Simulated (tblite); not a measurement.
Compound: C3H14BNSi3.
SMILES with atom numbers: `[CH3:1][BH:2][Si@H:3]1[NH:4][CH2:5][CH2:6][SiH2:7][SiH2:8]1` (hydrogens: H9, H10, H11 on C1; H12 on B2; H13 on Si3; H14 on N4; H15, H16 on C5; H17, H18 on C6; H19, H20 on Si7; H21, H22 on Si8)

Computed with GFN2-xTB (tblite), gas phase: L-BFGS steps from a force-field or distance-geometry start until the largest atomic force falls under 0.01 eV/Å.

At the end of the run (lengths in Å): Si3–Si8 2.357, Si7–Si8 2.319, Si3–N4 1.736, B2–Si3 1.940, C6–Si7 1.913, N4–H14 1.008, Si8–H21 1.477, Si3–N4–C5 124.1°, B2–Si3–Si8 112.5°, N4–Si3–Si8 105.0°, C5–C6–Si7 114.2°, C1–B2–Si3–N4 -34°, B2–Si3–N4–C5 168°, Si3–N4–C5–C6 -85°, H14–N4–C5–C6 67°, H12–B2–Si3–N4 152°.

**Question.** These geometries were met on the way; a selection of coordinates is given. Order them by energy above the end point, lowest first.
A. Si3–Si8 2.324, Si7–Si8 2.282, Si3–N4 1.746, B2–Si3 1.899, C6–Si7 1.910, N4–H14 1.014, Si8–H21 1.446, Si3–N4–C5 110.7°, B2–Si3–Si8 116.5°, N4–Si3–Si8 103.5°, C5–C6–Si7 108.2°, C1–B2–Si3–N4 -47°, B2–Si3–N4–C5 160°, Si3–N4–C5–C6 -105°, H14–N4–C5–C6 16°, H12–B2–Si3–N4 108°
B. Si3–Si8 2.326, Si7–Si8 2.338, Si3–N4 1.741, B2–Si3 1.964, C6–Si7 1.926, N4–H14 1.014, Si8–H21 1.467, Si3–N4–C5 118.0°, B2–Si3–Si8 121.2°, N4–Si3–Si8 100.4°, C5–C6–Si7 108.7°, C1–B2–Si3–N4 -54°, B2–Si3–N4–C5 165°, Si3–N4–C5–C6 -104°, H14–N4–C5–C6 37°, H12–B2–Si3–N4 124°
C. Si3–Si8 2.199, Si7–Si8 2.242, Si3–N4 1.781, B2–Si3 1.942, C6–Si7 1.874, N4–H14 1.042, Si8–H21 1.458, Si3–N4–C5 105.4°, B2–Si3–Si8 115.0°, N4–Si3–Si8 107.1°, C5–C6–Si7 107.9°, C1–B2–Si3–N4 -45°, B2–Si3–N4–C5 160°, Si3–N4–C5–C6 -103°, H14–N4–C5–C6 11°, H12–B2–Si3–N4 99°
D. Si3–Si8 2.363, Si7–Si8 2.326, Si3–N4 1.735, B2–Si3 1.907, C6–Si7 1.918, N4–H14 1.011, Si8–H21 1.474, Si3–N4–C5 117.1°, B2–Si3–Si8 121.1°, N4–Si3–Si8 99.7°, C5–C6–Si7 109.5°, C1–B2–Si3–N4 -56°, B2–Si3–N4–C5 164°, Si3–N4–C5–C6 -105°, H14–N4–C5–C6 30°, H12–B2–Si3–N4 124°
E. Si3–Si8 2.375, Si7–Si8 2.338, Si3–N4 1.737, B2–Si3 1.958, C6–Si7 1.915, N4–H14 1.007, Si8–H21 1.475, Si3–N4–C5 122.9°, B2–Si3–Si8 120.6°, N4–Si3–Si8 97.8°, C5–C6–Si7 110.3°, C1–B2–Si3–N4 -51°, B2–Si3–N4–C5 165°, Si3–N4–C5–C6 -102°, H14–N4–C5–C6 49°, H12–B2–Si3–N4 126°

**Answer.** E (0.139 eV), B (0.232 eV), D (0.420 eV), A (0.770 eV), C (1.329 eV).

```json
{"step": "13", "E above end (eV)": "0.139", "rms distance from the end, all atoms (Å)": "0.657", "largest force (eV/Å)": "0.202", "rms shift of all bonds from the end (Å)": "0.007"}
{"step": "9", "E above end (eV)": "0.232", "rms distance from the end, all atoms (Å)": "0.669", "largest force (eV/Å)": "0.573", "rms shift of all bonds from the end (Å)": "0.013"}
{"step": "5", "E above end (eV)": "0.420", "rms distance from the end, all atoms (Å)": "0.679", "largest force (eV/Å)": "0.600", "rms shift of all bonds from the end (Å)": "0.011"}
{"step": "2", "E above end (eV)": "0.770", "rms distance from the end, all atoms (Å)": "0.690", "largest force (eV/Å)": "0.855", "rms shift of all bonds from the end (Å)": "0.021"}
{"step": "0", "E above end (eV)": "1.329", "rms distance from the end, all atoms (Å)": "0.698", "largest force (eV/Å)": "2.621", "rms shift of all bonds from the end (Å)": "0.043"}
```

Rows stand in the order of the answer.
